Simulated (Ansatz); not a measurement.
Cost and result for the atomization energy of `C[Si](C)(F)Cl` (11 atoms, 10 bonds).

```xyz
11

C     0.2720    0.9100    1.2867
Si   -0.1776   -0.5542    0.2541
C     0.0189   -0.3175   -1.5674
F     0.7323   -1.7886    0.7044
Cl   -2.1224   -1.0863    0.6554
H    -0.3556    1.7674    1.0334
H     0.1357    0.6881    2.3471
H     1.3169    1.1865    1.1231
H    -0.6182    0.4963   -1.9210
H    -0.2584   -1.2268   -2.1045
H     1.0565   -0.0749   -1.8113
```

The species carries charge 0 and has multiplicity 1. Geometry: relaxed with PBE0-D4/def2-TZVP. Program: Ansatz. All runs use 4 threads of an Arm Neoverse V2 on a shared host. Times are those of one run each, without the atoms' runs, and a repeat can differ threefold. Electronic energies, without spin–orbit coupling; frozen cores. CCSD(T)/CBS adds CCSD(T) − MP2 in def2-TZVPP to the MP2 limit, and its time is that of the two runs behind it. T1 = 0.010. B3LYP takes the VWN-RPA correlation (the form of Gaussian; ORCA's B3LYP/G). HSE06 is the plane-wave form, built on full-range PBE exchange.

CCSD(T)/CBS is a level of theory with its own doubt, some kJ/mol a heavy atom from the limit and from the frozen cores, so smaller differences don't rank the functionals.

| level | functions | wall time |
| --- | --- | --- |
| LDA (SPW92)/def2-TZVPP | 261 | 1.2 s |
| BLYP-D4/def2-TZVPP | 261 | 1.9 s |
| PBE0-D4/def2-TZVPP | 261 | 3.1 s |
| HSE06-D4/def2-TZVPP | 261 | 3.3 s |
| B3LYP-D4/def2-TZVPP (with forces) | 261 | 4.6 s |
| CCSD(T)/def2-SVP | 108 | 4.9 s |
| r2SCANh-D4/def2-TZVPP | 261 | 5.5 s |
| ωB97X-V/def2-TZVPP | 261 | 7.5 s |
| B97M-V/def2-TZVPP | 261 | 9 s |
| ωB97M-V/def2-TZVPP (with forces) | 261 | 11 s |
| MP2/def2-QZVPP | 491 | 20 s |
| CCSD(T)/def2-TZVPP | 261 | 2.8 min |
| CCSD(T)/CBS(def2) | – | 3.1 min |

Task: What atomization energy does each give, and how far from CCSD(T)/CBS? (Estimate.)

Result: Computed: 
| level | atomization (kcal/mol) | difference from CCSD(T)/CBS | per bond |
| --- | --- | --- | --- |
| LDA (SPW92)/def2-TZVPP | 1141.1 | 124.4 | 12.4 |
| BLYP-D4/def2-TZVPP | 1004.9 | -11.8 | -1.2 |
| PBE0-D4/def2-TZVPP | 1014.4 | -2.3 | -0.2 |
| HSE06-D4/def2-TZVPP | 1014.9 | -1.8 | -0.2 |
| B3LYP-D4/def2-TZVPP (with forces) | 1011.0 | -5.7 | -0.6 |
| CCSD(T)/def2-SVP | 955.0 | -61.7 | -6.2 |
| r2SCANh-D4/def2-TZVPP | 1014.2 | -2.5 | -0.3 |
| ωB97X-V/def2-TZVPP | 1017.4 | 0.7 | 0.1 |
| B97M-V/def2-TZVPP | 1020.3 | 3.6 | 0.4 |
| ωB97M-V/def2-TZVPP (with forces) | 1018.7 | 2.0 | 0.2 |
| MP2/def2-QZVPP | 1023.3 | 6.6 | 0.7 |
| CCSD(T)/def2-TZVPP | 991.6 | -25.1 | -2.5 |
| CCSD(T)/CBS(def2) | 1016.7 | 0.0 | 0.0 |

From BLYP to BHLYP (50 % exact exchange), in def2-TZVPP and without D4, the atomization energy moves by −8.2 kcal/mol: exact exchange takes away binding that semilocal exchange gives to molecules. Leaving LDA and LC-ωPBE aside and taking each functional with its dispersion term where it has one, the values, not all of them listed here, spread over 33.7 kcal/mol, from BHLYP-D4 to PBE-D4. LDA lies +122.0 kcal/mol from PBE without D4, its usual overbinding. At CCSD(T), def2-SVP lies −61.7 kcal/mol from the extrapolated value and def2-TZVPP −25.1 kcal/mol: correlation converges slowly with the basis, and small sets miss more of it in the bonded molecule than in its fragments.
